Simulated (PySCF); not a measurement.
`CN(C)/C=C1/C=CC([N+](C)(C)C)=C1`, [C$_{11}$H$_{19}$N$_{2}$]+, charge +1

Geometry:
```json
{"atom": "C1", "x (Å)": "-4.695", "y (Å)": "0.155", "z (Å)": "0.435"}
{"atom": "N2", "x (Å)": "-3.287", "y (Å)": "0.251", "z (Å)": "0.133"}
{"atom": "C3", "x (Å)": "-2.920", "y (Å)": "1.244", "z (Å)": "-0.848"}
{"atom": "C4", "x (Å)": "-2.406", "y (Å)": "-0.535", "z (Å)": "0.720"}
{"atom": "C5", "x (Å)": "-1.032", "y (Å)": "-0.610", "z (Å)": "0.594"}
{"atom": "C6", "x (Å)": "-0.289", "y (Å)": "-1.598", "z (Å)": "1.324"}
{"atom": "C7", "x (Å)": "1.031", "y (Å)": "-1.465", "z (Å)": "1.030"}
{"atom": "C8", "x (Å)": "1.160", "y (Å)": "-0.381", "z (Å)": "0.112"}
{"atom": "N9", "x (Å)": "2.453", "y (Å)": "0.050", "z (Å)": "-0.431"}
{"atom": "C10", "x (Å)": "3.369", "y (Å)": "0.354", "z (Å)": "0.685"}
{"atom": "C11", "x (Å)": "2.312", "y (Å)": "1.251", "z (Å)": "-1.268"}
{"atom": "C12", "x (Å)": "3.010", "y (Å)": "-1.046", "z (Å)": "-1.248"}
{"atom": "C13", "x (Å)": "-0.076", "y (Å)": "0.142", "z (Å)": "-0.164"}
{"atom": "H14", "x (Å)": "-5.066", "y (Å)": "1.113", "z (Å)": "0.805"}
{"atom": "H15", "x (Å)": "-4.874", "y (Å)": "-0.603", "z (Å)": "1.193"}
{"atom": "H16", "x (Å)": "-5.255", "y (Å)": "-0.109", "z (Å)": "-0.464"}
{"atom": "H17", "x (Å)": "-2.296", "y (Å)": "2.017", "z (Å)": "-0.395"}
{"atom": "H18", "x (Å)": "-3.817", "y (Å)": "1.712", "z (Å)": "-1.245"}
{"atom": "H19", "x (Å)": "-2.376", "y (Å)": "0.778", "z (Å)": "-1.670"}
{"atom": "H20", "x (Å)": "-2.835", "y (Å)": "-1.247", "z (Å)": "1.416"}
{"atom": "H21", "x (Å)": "-0.725", "y (Å)": "-2.320", "z (Å)": "1.986"}
{"atom": "H22", "x (Å)": "1.828", "y (Å)": "-2.068", "z (Å)": "1.421"}
{"atom": "H23", "x (Å)": "4.332", "y (Å)": "0.689", "z (Å)": "0.301"}
{"atom": "H24", "x (Å)": "3.522", "y (Å)": "-0.532", "z (Å)": "1.297"}
{"atom": "H25", "x (Å)": "2.938", "y (Å)": "1.134", "z (Å)": "1.310"}
{"atom": "H26", "x (Å)": "1.667", "y (Å)": "1.040", "z (Å)": "-2.119"}
{"atom": "H27", "x (Å)": "3.288", "y (Å)": "1.562", "z (Å)": "-1.637"}
{"atom": "H28", "x (Å)": "1.882", "y (Å)": "2.061", "z (Å)": "-0.683"}
{"atom": "H29", "x (Å)": "3.973", "y (Å)": "-0.756", "z (Å)": "-1.666"}
{"atom": "H30", "x (Å)": "2.322", "y (Å)": "-1.283", "z (Å)": "-2.058"}
{"atom": "H31", "x (Å)": "3.139", "y (Å)": "-1.936", "z (Å)": "-0.636"}
{"atom": "H32", "x (Å)": "-0.292", "y (Å)": "0.966", "z (Å)": "-0.810"}
```

Total charge +1.

The calculation used quadratic response CAM-B3LYP/def2-SVPD first hyperpolarisability, Taylor convention, gas phase (PySCF 2.14.0). Geometry: GFN2-xTB.

Task: What is the first hyperpolarisability, and how does it disperse?

Result: In au, Taylor convention; the vector part is βᵢ = ⅓ Σⱼ (βᵢⱼⱼ + βⱼᵢⱼ + βⱼⱼᵢ):
| process | λ (nm) | β vector norm | β HRS | depolarisation ratio |
| --- | --- | --- | --- | --- |
| static β(0;0,0) | ∞ | 63.9 | 87.1 | 1.64 |
| second harmonic β(−2ω;ω,ω) | 1907 | 77.4 | 95.8 | 1.69 |
| Pockels β(−ω;ω,0) | 1907 | 68.0 | – | – |
| second harmonic β(−2ω;ω,ω) | 1340 | 95.1 | 106.8 | 1.75 |
| Pockels β(−ω;ω,0) | 1340 | 72.7 | – | – |

Task: Which lowest excitations and polarisabilities go with it?

Result: S1 4.35 eV (f = 0.066); S2 4.64 eV (f = 0.656); S3 6.06 eV (f = 0.005); isotropic α 152.0 au static, 152.8 au at 1907 nm, 153.6 au at 1340 nm, 155.3 au at 953.5 nm, 159.2 au at 670 nm.
